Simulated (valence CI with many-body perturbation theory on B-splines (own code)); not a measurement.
## Ta²²⁺: M1 decay

Calculated by valence CI with perturbative core correlation (CI+MBPT): five valence electrons over a frozen Dirac-Fock core [Kr] 4d10, a basis of 7 s, 7 p, 7 d, 7 f, 4 g, 2 h functions for each j, with the one-electron correlation potential Σ1, the two-electron term Σ2, the three-electron term Σ3, Breit, model QED; selected CI, second order for the rest (own B-spline code, finite nucleus).

No measured spectrum was set against this ion. As an estimate, terms of the open shell hold to a few per cent of their energy, and close levels can change places. Core correlation moves these levels by up to 3400 cm⁻¹, and in measured spectra 5 to 20 % of such shifts remained as error; rates that hang on mixing are uncertain with them. Among the levels kept, up to 900 cm⁻¹ of a level comes from second order outside the variational space, and about a tenth of that is noise between levels of different J, which matters for small intervals. Only levels of the ground parity were solved; by the run's estimate the other parity begins above the list, which can be wrong where configurations are misplaced.

Lines 1 to 50 of 120 in falling wavelength, among levels below 90766 cm⁻¹, chosen from the decays that carry over 1 % of a level's rate. Wavelengths and rates use the calculated energies, so an error of 2000 cm⁻¹ moves a line at 1700 nm by 34 % and its rate by three times that or more. S is in atomic units (e²a₀⁴ for E2 and M2, e²a₀⁶ for E3), for M1 in squared Bohr magnetons. Weak lines are less certain than strong ones. Lines between different terms over intervals too small for the method are left out, as are lines whose strength nearly cancels. Where a level lies close to another of its J and parity, the split of strength between their lines is uncertain. Intervals below about 2000 cm⁻¹, as at the head of this list, are uncertain by tens of per cent.

Names give the largest LS component (configuration and term), which can be under half, so a name can repeat, a term be missing and a line seem to break the LS rules; names also repeat where a configuration has a term twice. Letters in brackets count levels of one name in rising energy.

```tsv
λ vac (nm)	Upper	Lower	Type	A (s⁻¹)	S (a.u.)
21750	4f⁵ ⁶F°_1/2	4f⁵ ⁶F°_3/2	M1	1.37e-02	1.04e+01
2205	4f⁵ ⁴M°_21/2	4f⁵ ⁴M°_19/2	M1	2.05e+00	1.80e+01
2147	4f⁵ ⁶H°_15/2	4f⁵ ⁶H°_13/2	M1	3.73e+00	2.19e+01
1700	4f⁵ ⁴H°_11/2	4f⁵ ⁴G°_9/2	M1	4.63e+00	1.01e+01
1628	4f⁵ ⁶H°_13/2	4f⁵ ⁶H°_11/2	M1	1.64e+01	3.67e+01
1567	4f⁵ ⁴F°_3/2	4f⁵ ⁶F°_5/2 [b]	M1	5.90e+00	3.36e+00
1524	4f⁵ ⁴L°_13/2 [a]	4f⁵ ⁴M°_15/2	M1	2.55e+00	4.68e+00
1421	4f⁵ ⁶H°_11/2	4f⁵ ⁶H°_9/2	M1	3.22e+01	4.10e+01
1387	4f⁵ ⁶F°_7/2	4f⁵ ⁶F°_5/2 [a]	M1	2.43e+01	1.92e+01
1352	4f⁵ ⁶F°_11/2	4f⁵ ⁶F°_9/2	M1	1.28e+01	1.40e+01
1305	4f⁵ ⁶F°_9/2	4f⁵ ⁶F°_7/2	M1	2.44e+01	2.01e+01
1268	4f⁵ ⁶H°_9/2	4f⁵ ⁶H°_7/2	M1	4.76e+01	3.59e+01
1222	4f⁵ ⁴M°_19/2	4f⁵ ⁴M°_17/2	M1	1.90e+01	2.57e+01
1190	4f⁵ ⁶H°_7/2	4f⁵ ⁶H°_5/2	M1	4.45e+01	2.22e+01
1150	4f⁵ ⁶P°_3/2	4f⁵ ⁴P°_5/2	M1	1.67e+01	3.76e+00
976.2	4f⁵ ⁴F°_5/2	4f⁵ ⁴P°_5/2	M1	7.99e+00	1.65e+00
943.4	4f⁵ ⁴G°_9/2	4f⁵ ⁴G°_7/2 [a]	M1	3.84e+01	1.19e+01
877.8	4f⁵ ⁴L°_15/2	4f⁵ ⁴M°_17/2	M1	1.25e+01	5.03e+00
827.6	4f⁵ ⁴K°_15/2 [a]	4f⁵ ⁴L°_13/2 [a]	M1	5.04e+01	1.69e+01
815.3	4f⁵ ⁴M°_17/2	4f⁵ ⁴M°_15/2	M1	5.42e+01	1.96e+01
784.6	4f⁵ ⁶F°_7/2	4f⁵ ⁶H°_9/2	M1	2.49e+00	3.57e-01
779.4	4f⁵ ⁴G°_9/2	4f⁵ ⁴I°_9/2	M1	4.20e+00	7.37e-01
778.1	4f⁵ ⁴G°_7/2 [a]	4f⁵ ⁶F°_5/2 [b]	M1	7.71e+01	1.08e+01
748.2	4f⁵ ⁶F°_9/2	4f⁵ ⁶H°_11/2	M1	1.38e+00	2.14e-01
745.1	4f⁵ ⁶F°_5/2 [a]	4f⁵ ⁶H°_7/2	M1	2.95e+00	2.71e-01
743.1	4f⁵ ⁴M°_15/2	4f⁵ ⁶H°_15/2	M1	4.45e+01	1.08e+01
698.8	4f⁵ ⁶F°_5/2 [b]	4f⁵ ⁶F°_7/2	M1	2.31e+01	1.75e+00
684.0	4f⁵ ⁶F°_11/2	4f⁵ ⁶H°_13/2	M1	6.78e-01	9.65e-02
675.4	4f⁵ ⁴P°_5/2	4f⁵ ⁶F°_5/2 [b]	M1	4.45e+01	3.05e+00
652.9	4f⁵ ²P°_1/2	4f⁵ ⁴F°_3/2	M1	6.26e+00	1.29e-01
597.9	4f⁵ ⁴L°_13/2 [b]	4f⁵ ⁴K°_11/2	M1	1.03e+02	1.15e+01
584.9	4f⁵ ⁴L°_15/2	4f⁵ ⁴L°_13/2 [a]	M1	9.07e+00	1.08e+00
584.1	4f⁵ ⁶P°_3/2	4f⁵ ⁴F°_3/2	M1	7.90e+00	2.33e-01
581.3	4f⁵ ⁴L°_13/2 [b]	4f⁵ ⁴L°_13/2 [a]	M1	8.48e+01	8.65e+00
564.2	4f⁵ ⁴H°_7/2	4f⁵ ⁴G°_7/2 [a]	M1	1.43e+01	7.59e-01
553.9	4f⁵ ⁴H°_11/2	4f⁵ ⁴K°_11/2	M1	9.64e+00	7.28e-01
552.0	4f⁵ ⁴M°_15/2	4f⁵ ⁶H°_13/2	M1	1.68e+01	1.67e+00
539.6	4f⁵ ⁴H°_11/2	4f⁵ ⁴L°_13/2 [a]	M1	3.91e+00	2.73e-01
536.4	4f⁵ ⁴K°_15/2 [a]	4f⁵ ⁴M°_15/2	M1	1.24e+02	1.13e+01
535.7	4f⁵ ⁴F°_5/2	4f⁵ ⁴F°_3/2	M1	1.93e+02	6.61e+00
534.4	4f⁵ ⁴H°_11/2	4f⁵ ⁴I°_9/2	M1	3.65e+00	2.47e-01
512.8	4f⁵ ⁴G°_7/2 [a]	4f⁵ ⁶F°_9/2	M1	2.48e+01	9.90e-01
508.4	4f⁵ ⁴I°_11/2	4f⁵ ⁴K°_11/2	M1	9.03e+01	5.28e+00
501.2	4f⁵ ⁴H°_7/2	4f⁵ ⁴I°_9/2	M1	5.38e+00	2.01e-01
499.5	4f⁵ ⁴L°_13/2 [a]	4f⁵ ⁶H°_15/2	M1	2.30e+00	1.49e-01
492.0	4f⁵ ⁴I°_11/2	4f⁵ ⁴I°_9/2	M1	1.84e+02	9.72e+00
490.1	4f⁵ ⁶F°_9/2	4f⁵ ⁶H°_9/2	M1	3.53e+00	1.54e-01
484.7	4f⁵ ⁶F°_7/2	4f⁵ ⁶H°_7/2	M1	1.58e+01	5.32e-01
481.6	4f⁵ ⁶F°_11/2	4f⁵ ⁶H°_11/2	M1	3.05e-01	1.52e-02
478.4	4f⁵ ²G°_9/2	4f⁵ ⁴I°_9/2	M1	4.71e+01	1.91e+00
```
